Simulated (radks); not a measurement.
Excited configurations of Te3+: one electron is placed in a higher orbital outside [Kr] 4d10 5s2. The ground configuration is [Kr] 4d10 5s2 5p1. Method: Dirac Kohn-Sham, PBE, spin-unpolarised, spherical densities, point nucleus; open shells fill j = l - 1/2 first; computed with a radial shooting solver on a logarithmic mesh with Libxc functionals. Excitation = E - E(ground); binding = E(ion) - E, where the ion is the core of charge +4; n* = 4/sqrt(2 binding) in atomic units, and the quantum defect is n - n*.

outer orbital  excitation (eV)  binding (eV)     n*  quantum defect  <r> (bohr)
4f5/2                   20.713        16.621  3.619           0.381       3.005
5d3/2                   14.724        22.609  3.103           1.897       3.033
6s1/2                   16.168        21.166  3.207           2.793       3.986
6p1/2                   19.396        17.938  3.484           2.516       4.482
6f5/2                   29.626         7.707  5.315           0.685       9.142
7p1/2                   26.389        10.945  4.460           2.540       7.440
7d3/2                   28.929         8.404  5.089           1.911       9.247

The Delta-SCF ionisation energy is 37.334 eV (NIST Atomic Spectra Database: 37.416 eV, measured). Self-interaction in the functional shifts the binding energies and quantum defects, so they are the method's values and not measured ones. Spin polarisation and multiplet splitting are left out, so open shells lie too high by an amount that depends on their filling.

Beside tabulated values, note that spin-unpolarised runs miss the spin-polarisation part of the exchange energy of open shells.
